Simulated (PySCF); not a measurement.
Structure from NMR data

Molecular formula: C$_{5}$H$_{10}$FNSi. Simulated spectra:

1H NMR (600 MHz, computed): δ 8.63 (d, 1H), 5.11 (m, 1H), 4.94 (s, 3H), 2.63 (m, 2H), 2.54 (m, 1H), 2.35 (m, 2H).

13C{1H} NMR (computed): δ 183.4, 86.3, 37.3, 34.6.

PySCF 2.14 calculation with shieldings: GIAO PBE0/pcSseg-1 and coordinates at the GFN2-xTB level; single conformer, in vacuum, no relativistic terms, equivalent nuclei averaged.

δ = σ(ref) − σ, references computed at the same level: 1H (σref 31.72) and 13C (σref 186.93) against TMS.

What is the structure?

Answers


1. Rings plus π bonds: 2 (1 ring in the answer).
2. 4 carbon signals for 5 carbons: some carbons are equivalent by symmetry or fast rotation.
3. Carbon types of the structure: 3 × CH, 2 × CH2, leaving 3 H on heteroatoms.
4. δC 183.4: C=N carbon.
5. δC 86.3: sp3 CH bonded to F; deshielded by the electronegative neighbour.
6. δC 37.3: sp3 CH in a ring; aliphatic region, no heteroatom directly attached.
7. δC 34.6: sp3 CH2 in a ring; saturated and bonded to C and H only.
8. δH 8.63: hydrogen on a C=N carbon.
9. δH 5.11: hydrogen on an sp3 CH bonded to F; its carbon carries F, an electronegative neighbour.
10. δH 2.54: hydrogen on an sp3 CH in a ring.

The compound is SMILES F[C@H]1C[C@@H](/C=N/[SiH3])C1.

The shifts were computed for this structure.

Splittings by 19F in the carbon and heteronuclear signals aren't shown, as no couplings were computed. Shifts are as computed. Against solution values, carbons near 30 ppm lie about +3 ppm off and those near 130 ppm about +5 ppm. Of 1211 compounds with measured shifts, 218 miss one by over three times the rms of a fit or turn the order of signals round; such compounds aren't used in these exercises. No couplings were computed; multiplicities are counted from neighbouring protons, with m where these are inequivalent, close in shift, in a saturated or five-membered ring or joined by F or P, and br s for small geminal =CH2 splittings.
